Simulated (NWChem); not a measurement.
System: C3H4BFO; SMILES FB1C=CCO1

Here is an NWChem input.

```
start job
memory heap 200 mb stack 900 mb global 1100 mb
geometry units angstroms
  F      1.925335     0.558257    -0.139042
  B      0.640873     0.246783    -0.055552
  C     -0.633496     1.143648    -0.153340
  C     -1.648464     0.290836     0.003880
  C     -1.148259    -1.107010     0.199027
  O      0.259174    -1.037389     0.148105
  H     -0.751288     2.200664    -0.308586
  H     -2.704325     0.499445     0.003040
  H     -1.499170    -1.784124    -0.587197
  H     -1.448427    -1.520649     1.168373
end
basis spherical
  * library 6-31g*
end
dft
  xc b3lyp
  iterations 150
end
driver
  maxiter 120
end
task dft optimize
task dft freq
```

Parts of the log:

```
             Northwest Computational Chemistry Package (NWChem) 7.3.0
             --------------------------------------------------------

 CS  symmetry detected

                             Geometry "geometry" -> ""
                             -------------------------

 Output coordinates in angstroms (scale by  1.889725989 to convert to a.u.)

  No.       Tag          Charge          X              Y              Z
 ---- ---------------- ---------- -------------- -------------- --------------
    1 F                    9.0000     0.04493793    -2.10902233     0.00000000
    2 B                    5.0000     0.06770211    -0.78489582     0.00000000
    3 C                    6.0000     1.26816025     0.21352590     0.00000000
    4 C                    6.0000     0.69350489     1.41848967     0.00000000
    5 C                    6.0000    -0.79922183     1.30005074     0.00000000
    6 O                    8.0000    -1.08950803    -0.07981944     0.00000000
    7 H                    1.0000     2.33064537     0.05109296     0.00000000
    8 H                    1.0000     1.16605322     2.38547412     0.00000000
    9 H                    1.0000    -1.24912307     1.75763530    -0.88797802
   10 H                    1.0000    -1.24912307     1.75763530     0.88797802

 Effective nuclear repulsion energy (a.u.)     214.1468250124

      Symmetry information
      --------------------

 Group name             Cs
 Group number              2
 Group order               2
 No. of unique centers     9

                                Z-matrix (autoz)
                                --------

 Units are Angstrom for bonds and degrees for angles

      Type          Name      I     J     K     L     M      Value
      ----------- --------  ----- ----- ----- ----- ----- ----------
    1 Stretch                  1     2                       1.32432
    2 Stretch                  2     3                       1.56139
    3 Stretch                  2     6                       1.35509
    4 Stretch                  3     4                       1.33498
    5 Stretch                  3     7                       1.07483
    6 Stretch                  4     5                       1.49742
    7 Stretch                  4     8                       1.07627
    8 Stretch                  5     6                       1.41007
    9 Stretch                  5     9                       1.09558
   10 Stretch                  5    10                       1.09558
   11 Bend                     1     2     3               130.73524
   12 Bend                     1     2     6               120.36860
   13 Bend                     2     3     4               104.25353
   14 Bend                     2     3     7               131.55759
   15 Bend                     2     6     5               109.47333
   16 Bend                     3     2     6               108.89616
   17 Bend                     3     4     5               110.96022
   18 Bend                     3     4     8               128.45926
   19 Bend                     4     3     7               124.18888
   20 Bend                     4     5     6               106.41677
   21 Bend                     4     5     9               112.10646
   22 Bend                     4     5    10               112.10646
   23 Bend                     5     4     8               120.58052
   24 Bend                     6     5     9               108.91580
   25 Bend                     6     5    10               108.91580
   26 Bend                     9     5    10               108.29121
   27 Torsion                  1     2     3     4         180.00000
   28 Torsion                  1     2     3     7           0.00000
   29 Torsion                  1     2     6     5         180.00000
   30 Torsion                  2     3     4     5           0.00000
   31 Torsion                  2     3     4     8         180.00000
   32 Torsion                  2     6     5     4           0.00000
   33 Torsion                  2     6     5     9         121.04334
   34 Torsion                  2     6     5    10        -121.04334
   35 Torsion                  3     2     6     5          -0.00000
   36 Torsion                  3     4     5     6           0.00000
   37 Torsion                  3     4     5     9        -118.97639
   38 Torsion                  3     4     5    10         118.97639
   39 Torsion                  4     3     2     6           0.00000
   40 Torsion                  5     4     3     7         180.00000
   41 Torsion                  6     2     3     7         180.00000
   42 Torsion                  6     5     4     8         180.00000
   43 Torsion                  7     3     4     8           0.00000
   44 Torsion                  8     4     5     9          61.02361
   45 Torsion                  8     4     5    10         -61.02361

                           NWChem Geometry Optimization
                           ----------------------------

 maximum gradient threshold         (gmax) =   0.000450
 rms gradient threshold             (grms) =   0.000300
 maximum cartesian step threshold   (xmax) =   0.001800
 rms cartesian step threshold       (xrms) =   0.001200
 fixed trust radius                (trust) =   0.300000
 source of zmatrix                         =   autoz

          -------------------
          Energy Minimization
          -------------------

 Using diagonal initial Hessian
 Scaling for Hessian diagonals: bonds = 1.00  angles = 0.25  torsions = 0.10

          --------
          Step   0

                                 NWChem DFT Module
                                 -----------------

[...]

      ----------------------
      Optimization converged
      ----------------------

  Step       Energy      Delta E   Gmax     Grms     Xrms     Xmax
  ---- ---------------- -------- -------- -------- -------- --------
@    4    -316.73065745 -5.3D-07  0.00002  0.00001  0.00029  0.00067
                                     ok       ok       ok       ok

                                Z-matrix (autoz)
                                --------

 Units are Angstrom for bonds and degrees for angles

[...]

 Rotational Constants
 --------------------
 A=   0.261333 cm-1  (  0.375992 K)
 B=   0.112527 cm-1  (  0.161897 K)
 C=   0.079836 cm-1  (  0.114863 K)

 Temperature                      =   298.15K
 frequency scaling parameter      =   1.0000

 Zero-Point correction to Energy  =   45.763 kcal/mol  (  0.072929 au)
 Thermal correction to Energy     =   48.821 kcal/mol  (  0.077801 au)
 Thermal correction to Enthalpy   =   49.413 kcal/mol  (  0.078745 au)

 Total Entropy                    =   71.712 cal/mol-K
   - Translational                =   39.252 cal/mol-K (mol. weight =  86.0339)
   - Rotational                   =   26.021 cal/mol-K (symmetry #  =        1)
   - Vibrational                  =    6.439 cal/mol-K

 Cv (constant volume heat capacity) =   17.510 cal/mol-K
   - Translational                  =    2.979 cal/mol-K
   - Rotational                     =    2.979 cal/mol-K
   - Vibrational                    =   11.551 cal/mol-K

[normal modes left out]

 ----------------------------------------------------------------------------
 Normal Eigenvalue ||           Projected Infra Red Intensities
  Mode   [cm**-1]  || [atomic units] [(debye/angs)**2] [(KM/mol)] [arbitrary]
 ------ ---------- || -------------- ----------------- ---------- -----------
    1       -0.000 ||    0.001388           0.032         1.353       0.480
    2        0.000 ||    0.000061           0.001         0.059       0.021
    3        0.000 ||    0.001566           0.036         1.527       0.542
    4        0.000 ||    0.000000           0.000         0.000       0.000
    5        0.000 ||    0.001070           0.025         1.043       0.370
    6        0.000 ||    0.000327           0.008         0.319       0.113
    7      202.600 ||    0.001193           0.028         1.163       0.413
    8      347.094 ||    0.005338           0.123         5.203       1.847
    9      383.390 ||    0.001131           0.026         1.102       0.391
   10      573.622 ||    0.004057           0.094         3.955       1.404
   11      631.541 ||    0.003197           0.074         3.117       1.106
   12      745.859 ||    0.068318           1.576        66.600      23.642
   13      767.703 ||    0.002769           0.064         2.699       0.958
   14      857.825 ||    0.003872           0.089         3.774       1.340
   15      941.680 ||    0.001035           0.024         1.009       0.358
   16      994.212 ||    0.002792           0.064         2.722       0.966
   17     1036.439 ||    0.007324           0.169         7.140       2.535
   18     1046.810 ||    0.039128           0.903        38.144      13.541
   19     1122.526 ||    0.033610           0.775        32.764      11.631
   20     1216.657 ||    0.080746           1.863        78.715      27.943
   21     1225.204 ||    0.000063           0.001         0.062       0.022
   22     1360.599 ||    0.029463           0.680        28.722      10.196
   23     1398.512 ||    0.057687           1.331        56.236      19.963
   24     1465.052 ||    0.347532           8.018       338.792     120.268
   25     1521.892 ||    0.039915           0.921        38.911      13.813
   26     1636.600 ||    0.062085           1.432        60.523      21.485
   27     3045.525 ||    0.029272           0.675        28.536      10.130
   28     3076.837 ||    0.021795           0.503        21.247       7.542
   29     3194.227 ||    0.013244           0.306        12.911       4.583
   30     3234.840 ||    0.006917           0.160         6.743       2.394
 ----------------------------------------------------------------------------
```

Level: B3LYP/6-31G* (spherical d).
